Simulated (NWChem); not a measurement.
Species: germylsilane (GeSiH6); SMILES [GeH3][SiH3]

Computed with NWChem. All runs use the structure optimised with PBE0/def2-SVP. Ions are spin-unrestricted doublets at the neutral geometry; other ion states weren't tried.

For level PBE/def2-SVP:

* **vertical ionisation energy, ΔSCF (eV)**: 10.27
* **−ε(HOMO) (eV)**: 7.19

### Question
How do the values read with level CAM-B3LYP/def2-SVP instead?

### Answer
| Quantity | Result |
|---|---|
| vertical ionisation energy, ΔSCF (eV) | 10.52 |
| −ε(HOMO) (eV) | 9.54 |
